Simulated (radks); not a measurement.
Values are calculated unless marked as measured or tabulated.
The nuclear charge of the hafnium ion Hf2+ is varied continuously with 70 electrons held in [Xe] 4f14 5d2. Code: a radial shooting solver on a logarithmic mesh with Libxc functionals. Model: Dirac Kohn-Sham, LDA (Slater exchange, Perdew-Wang correlation), spin-unpolarised, spherical densities, point nucleus; open shells fill j = l - 1/2 first. By the Hellmann-Feynman theorem dE/dZ = E(electron-nucleus)/Z, the electronic potential at the nucleus.

Z = 71: E (hartree) -14571.8831; E(electron-nucleus)/Z (hartree) -510.384; HOMO 5d3/2; e(HOMO) (eV) -7.151; <r> HOMO (bohr) 2.582
Z = 71.5: E (hartree) -14828.4657; E(electron-nucleus)/Z (hartree) -515.946; HOMO 5d3/2; e(HOMO) (eV) -11.812; <r> HOMO (bohr) 2.282
Z = 72: E (hartree) -15087.8302; E(electron-nucleus)/Z (hartree) -521.513; HOMO 5d3/2; e(HOMO) (eV) -17.213; <r> HOMO (bohr) 2.081
Z = 72.5: E (hartree) -15349.9808; E(electron-nucleus)/Z (hartree) -527.091; HOMO 5d3/2; e(HOMO) (eV) -23.227; <r> HOMO (bohr) 1.933
Z = 73: E (hartree) -15614.9238; E(electron-nucleus)/Z (hartree) -532.684; HOMO 5d3/2; e(HOMO) (eV) -29.777; <r> HOMO (bohr) 1.817

The central difference of E at Z = 72 is -521.515 hartree, to compare with the third column; the second derivative is -11.1 hartree.
